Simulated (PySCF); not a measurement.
**Adding and removing an electron: CsNa**

RHF-MP2; Cs def2-SVP with ECP46, Na def2-SVP; scalar-relativistic core potentials (PySCF 2.14). Neutral (RHF): singlet (closed shell), Re = 3.952 Å, ωe = 96.5 cm⁻¹, De = 0.34 eV.

CsNa⁺ (UHF): doublet (σ ↑), Re = 4.665 Å, ωe = 61.4 cm⁻¹, De = 0.36 eV to Cs⁺ + Na. The energies at the minima are -181.69967 hartree for CsNa and -181.56332 for CsNa⁺.

Q: Work out the adiabatic ionisation energy, without and with harmonic zero-point energies (1 hartree = 27.2114 eV, 1 eV = 8065.5 cm⁻¹), and the change of the bond length.

A: At MP2: 0.13635 hartree = 3.710 eV between the minima; the zero-point term (61.4 − 96.5)/2 cm⁻¹ = -0.002 eV makes it 3.708 eV. Re changes by +71.3 pm against the neutral. The electron leaves a σ orbital, and the ion is left as a loose complex of an ion and an atom.

Correlated steps freeze 1 core orbital. Weak bonds: CsNa, CsNa⁺. Basis-set superposition, not corrected here, can be much of De in a small basis, most of all at correlated wavefunction levels. Spin–orbit coupling is left out. For an ion De counts to the pair picked by the measured ionisation energies or electron affinities, which need not be the lowest pair at this level. Where the molecule has an RHF reference, its open-shell atoms are computed with UHF. States were picked by a PBE0 search and need not be the measured ground states.

Neutral and ion stand on different kinds of reference determinant, which adds to the error of the difference.
